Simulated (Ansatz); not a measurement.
Born–Oppenheimer molecular dynamics of Cl$_{4}$F$_{2}$Mo (7 atoms, charge 0, multiplicity 1). It starts from a relaxed structure.

These are results of Ansatz 0.2.0, RHF/def2-SVP, not measurements.

```yaml
ensemble: NVT, Nosé–Hoover chain
time_step: 2 fs
steps_asked: 300
set_temperature: 700 K
thermostat: time constant 50 fs, chain length 5
seed: 561184
```

First frame:

```xyz
7
Properties=species:S:1:pos:R:3
Mo 0.000 0.047 -0.047
F 0.000 0.006 1.770
Cl 2.280 -0.021 0.021
Cl 0.000 2.309 0.010
Cl -2.280 -0.021 0.021
F 0.000 -1.770 -0.006
Cl 0.000 -0.010 -2.309
```

Q: What does the run give?

A: All steps were run.

```
steps done                                               : 300
time covered                                             : 600 fs
mean temperature over the second half                    : 698 K
spread of the potential energy over the second half      : 24.7 meV per atom
mean potential energy of the second half above the start : 61.3 meV per atom
```

The conserved energy stayed within 1.3 meV per atom of its start (net change 0.75 meV per atom), so the integration is sound. A run of 0.6 ps of so small a system gives no equilibrium averages.

Q: What happens to the structure?

A: The same pairs are bonded in the first frame and the last. Pairs count as bonded within 1.25 times the sum of covalent radii (0.12 Å more for H–H). Another seed would give other details.

Q: How do temperature and energy run in time?

A: 
```
time (fs)  T (K)  potential energy less start (eV)  conserved less start (meV/atom)
        0    700                             0.000                             0.00
       50    534                             0.211                             0.17
      100    584                             0.479                             0.52
      150    402                             0.689                             0.68
      200    482                             0.793                             0.70
      250   1310                             0.529                             0.26
      300   1187                             0.787                             0.36
      350    685                             0.617                             0.55
      400    555                             0.475                             0.75
      450    572                             0.346                             0.48
      500    766                             0.179                             0.29
      550    528                             0.352                             0.38
      600    652                             0.594                             0.75
```

Run time: 17 min on 2 threads of Arm Neoverse V1 (shared host), peak memory 0.47 GiB.
